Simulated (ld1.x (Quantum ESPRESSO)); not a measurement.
Sr (Z = 38): TM pseudisation with PBE, scalar-relativistic reference atom.

| Item | Value |
| --- | --- |
| Element | strontium (Sr) |
| Generator | ld1.x (Quantum ESPRESSO) 7.5 |
| Type | norm-conserving Troullier–Martins (Kleinman–Bylander form) |
| Functional | PBE |
| Relativity | scalar-relativistic |
| Frozen core | [Ar] 3d10 4s2 |
| Valence charge | 8 |
| Reference configuration | 4p6 4d0 5s2 5p0 |
| Partial waves | 4p (bound): rc 1.32 bohr; 4d (bound, empty): rc 3.72 bohr; 5s (bound): rc 3.66 bohr |
| Local potential | the s channel |
| Core correction | none |

* Cutoffs needed: 45 Ry and 90 Ry (the cutoffs (Ry, on a coarse ladder) from which the occupation-weighted sum of valence levels, in a spherical-Bessel basis at the reference potential, stays within 10 and 1 mRy of its value at 400 Ry)
* Ghost test: no extra level below or beside the all-electron valence levels (p, d, s, f tested) (spherical-Bessel basis up to 400 Ry, 20 bohr box)
* Largest excitation error: -728 meV (all-electron minus pseudo) for 4p6 4d0 5s0 5p2, out of 7 test configurations
